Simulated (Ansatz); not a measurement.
Start from `N[SiH2]CCF` and change one atom or group to get `C[SiH2]N`.

Ansatz, PBE0-D4/def2-TZVP geometries, multiplicity 1. Each molecule was computed in one conformer, which needn't be the lowest.

```tsv
property	`N[SiH2]CCF`
LUMO energy (ωB97M-V/def2-TZVPP) / eV	1.88
size of the dipole moment (ωB97M-V/def2-TZVPP) / D	2.55
LUMO energy (PBE/def2-TZVPP) / eV	-0.46
HOMO energy (PBE/def2-TZVPP) / eV	-6.08
size of the dipole moment (B3LYP/def2-TZVPP) / D	2.55
HOMO–LUMO gap (ωB97M-V/def2-TZVPP) / eV	11.76
```

Question: What does the change do to each property? (An estimate is asked.)

Answer: Ansatz gave: 
| property | `C[SiH2]N` | shift |
| --- | --- | --- |
| LUMO energy (ωB97M-V/def2-TZVPP) / eV | 2.14 | 0.26 |
| size of the dipole moment (ωB97M-V/def2-TZVPP) / D | 1.52 | -1.03 |
| LUMO energy (PBE/def2-TZVPP) / eV | -0.14 | 0.32 |
| HOMO energy (PBE/def2-TZVPP) / eV | -5.79 | 0.29 |
| size of the dipole moment (B3LYP/def2-TZVPP) / D | 1.49 | -1.06 |
| HOMO–LUMO gap (ωB97M-V/def2-TZVPP) / eV | 11.69 | -0.07 |

Dipoles are sizes alone; their direction can turn.

B3LYP here is the variant with VWN-RPA as its local correlation; programs differ in this.
